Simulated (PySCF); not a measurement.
# Electron correlation in Mn²⁺ (manganese, charge +2)

[Ar] 3d4 4p1, one real determinant (an excited configuration). Calculation: PySCF 2.14, in x2c-TZVPPall; scalar relativity by spin-free X2C-1e. Frozen: [Ar]; 5 electrons correlated.

```csv
level,correlation energy (mhartree)
CCSD,-52.38
(T),-0.48
CCSD(T),-52.86
```

Diagnostics: T1 = 0.0054, D1 = 0.0135, largest double amplitude 0.041.

Question: Is a single reference adequate?

Answer: Yes: T1 lies below 0.03 and no double amplitude reaches 0.07.

The reference is one real determinant that mixes LS terms of this configuration.
